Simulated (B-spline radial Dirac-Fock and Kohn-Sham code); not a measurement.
Photoionisation of osmium ions at Mg Kα (1253.6 eV)

Method: the independent-particle Dirac-Slater model, thresholds from Dirac-Fock. Computed with a radial finite-basis atomic code. Cross sections in kb; a dash marks an empty subshell or a threshold above the photon energy.

```
 ion      configuration  total    4s  4p1/2  4d3/2    5s  5p1/2
  Os  [Xe] 4f14 5d6 6s2  826.3  33.2   35.5    133  7.56   6.98
Os³⁺      [Xe] 4f14 5d5  826.2  33.2   35.5    133  7.61   7.06
Os⁴⁺      [Xe] 4f14 5d4  825.4  33.2   35.5    133  7.67   7.21
```
